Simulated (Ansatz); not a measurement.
Geometry optimisation, RKS PBE0-D4/STO-3G (Ansatz).

input.yaml

```yaml
crystal:
  periodic: [false, false, false]
  atoms:
    - { symbol: Si, position_ang: [0.0, 0.0, 0.0] }
    - { symbol: O, position_ang: [0.0, 0.0, 1.68] }
    - { symbol: C, position_ang: [-1.1112, -0.3437, 2.4945] }
    - { symbol: H, position_ang: [-1.814, -0.9775, 1.9143] }
    - { symbol: H, position_ang: [-0.7584, -0.9037, 3.3856] }
    - { symbol: H, position_ang: [-1.6313, 0.5809, 2.8212] }
    - { symbol: H, position_ang: [1.3768, 0.0, -0.4862] }
    - { symbol: "N", position_ang: [-0.8572, 1.4851, -0.6061] }
    - { symbol: H, position_ang: [-1.8773, 1.43, -0.8888] }
    - { symbol: H, position_ang: [-0.3367, 2.4058, -0.6766] }
    - { symbol: "N", position_ang: [-0.8572, -1.4851, -0.6061] }
    - { symbol: H, position_ang: [-1.3922, -2.1014, 0.0704] }
    - { symbol: H, position_ang: [-0.8219, -1.7344, -1.6357] }
basis:
  gaussian: { orbitals: STO-3G }
hamiltonian:
  xc: pbe0
  dispersion: d4
relax:
  f_tol: 0.02
  max_steps: 40
```

Command:

```bash
$ ansatz run input.yaml --threads 1 --pin off --max-ram 2048MiB --backend cpu --events-out ev --progress --plain --runs-dir out
```

Q: Where does it end, and by what steps?

A: It converged. Limits of this set-up: minimal basis. After 18 steps the energy has fallen by 1.018 eV; H12 moved furthest, 1.07 Å.

| step | energy less start (eV) | largest force component (eV/Å) | accepted |
| --- | --- | --- | --- |
| 0 | 0.0000 | 3.178 | yes |
| 1 | -0.6524 | 1.383 | yes |
| 2 | -0.7826 | 0.417 | yes |
| 3 | -0.8149 | 0.271 | yes |
| 4 | -0.8426 | 0.625 | yes |
| 5 | -0.8738 | 0.452 | yes |
| 6 | -0.9182 | 0.413 | yes |
| 7 | -0.9358 | 1.673 | yes |
| 8 | -0.9812 | 0.457 | yes |
| 9 | -0.9999 | 0.300 | yes |
| 10 | -1.0060 | 0.227 | yes |
| 11 | -1.0130 | 0.218 | yes |
| 12 | -1.0142 | 0.121 | yes |
| 13 | -0.9340 | 1.115 | no |
| 14 | -1.0166 | 0.072 | yes |
| 15 | -1.0175 | 0.146 | yes |
| 16 | -1.0181 | 0.022 | yes |
| 17 | -1.0182 | 0.020 | yes |
| 18 | -1.0183 | 0.005 | yes |

```xyz
13
Properties=species:S:1:pos:R:3
Si -0.020 -0.104 0.016
O 0.127 -0.144 1.717
C -1.168 -0.230 2.361
H -1.827 -1.006 1.918
H -1.004 -0.488 3.423
H -1.727 0.731 2.340
H 1.359 -0.091 -0.426
N -0.821 1.284 -0.693
H -1.793 1.410 -0.336
H -0.332 2.179 -0.478
N -1.025 -1.466 -0.467
H -0.501 -2.368 -0.456
H -1.349 -1.351 -1.452
```

Whether the end is a true minimum wasn't checked by a vibrational analysis.

Run time: 48 s on 1 thread of Arm Neoverse V2 (shared host), peak memory 0.15 GiB.
